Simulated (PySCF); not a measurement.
Compound: C₄H₇FO₃S.
Atom-mapped SMILES: `[CH3:1][C@@H:2]1[O:3][S@@:4](=[O:5])[O:6][C@@:7]1([CH3:8])[F:9]`

Structure used (GFN2-xTB), in Å, numbered top down from 1:
```
atom  x, y, z in Å
C1    -0.5476    1.6025    0.4923
C2    -0.5001    0.4227   -0.4709
O3    -1.7452   -0.2199   -0.5415
S4    -1.9371   -1.3736    0.6411
O5    -2.4597   -2.5458    0.0306
O6    -0.2397   -1.4789    0.8580
C7     0.4706   -0.6954   -0.0118
C8     1.7952   -0.2406    0.5765
F9     0.7642   -1.4546   -1.1434
H10   -0.6977    1.2534    1.5118
H11   -1.3812    2.2440    0.2179
H12    0.3700    2.1797    0.4366
H13   -0.2402    0.7515   -1.4827
H14    2.3042    0.4059   -0.1324
H15    1.6311    0.2791    1.5139
H16    2.4057   -1.1211    0.7600
```

NICS is the negative of the GIAO shielding at a point without a nucleus: at the ring centre (0) and 1 Å above and below it (1); zz is the component along the ring normal. Level: GIAO PBE0/pcSseg-1 (PySCF, non-relativistic, gas phase) on the GFN2-xTB geometry, one conformer.

Ring bond lengths (Å), with Mayer bond orders in brackets: C2–O3 1.403 (0.84), O3–S4 1.663 (0.87), S4–O6 1.714 (0.78), O6–C7 1.369 (0.95), C7–C2 1.550 (0.94).

**Question.** Give the NICS values of each ring in ppm.

**Answer.** 
| ring | type | NICS(0) | NICS(1), two faces | NICS(1)zz, two faces | rms pucker (Å) | centre to ring atoms, mean (Å) |
| --- | --- | --- | --- | --- | --- | --- |
| C2–O3–S4–O6–C7 | 5-membered ring with 2 O and S; formal bonds all single | -8.7 | -2.0 / -4.7 | -3.6 / -9.1 | 0.15 | 1.29 |

**Question.** What do they say, and how far can they be read as aromaticity?

**Answer.** 
- C2–O3–S4–O6–C7: mean NICS(1)zz -6.3 ppm, shielded. C2, C7 have four or more neighbours, so the value isn't read as a sign of a π ring current. The two faces differ by 5.5 ppm, so no symmetry operation interchanges them. NICS(0) lies 5 ppm below the mean NICS(1).

**Question.** List the ring angles and the Hirshfeld charges of the ring atoms.

**Answer.** 
- C2–O3–S4–O6–C7: C2 103.9° (+0.027 e), O3 112.6° (-0.162 e), S4 91.1° (+0.458 e), O6 113.5° (-0.177 e), C7 106.0° (+0.151 e); sum 527.0° against 540° for a flat convex ring.
